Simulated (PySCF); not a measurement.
Cartesian coordinates (Å):
```xyz
10

C      1.1373     0.0498    -0.0541
C      0.5567    -1.1573    -0.2504
Si    -1.1305    -0.4013    -0.0130
C      0.0508     1.0864     0.2031
H      2.2128     0.2762    -0.0711
H      1.0603    -2.1011    -0.4573
H     -2.0605    -0.3710    -1.1891
H     -1.9280    -0.8211     1.1856
H      0.0018     1.8855    -0.5514
H      0.0994     1.5539     1.1978
```
Charge 0, spin multiplicity 1.

Q: What is the computed total energy, dipole moment and S1 oscillator strength (PBE-D3(BJ)/def2-TZVP (PySCF))?

A: 
| Quantity | Result |
|---|---|
| total energy | -407.1172 Ha |
| dipole moment | 0.67 D |
| S1 oscillator strength | 0.002 |
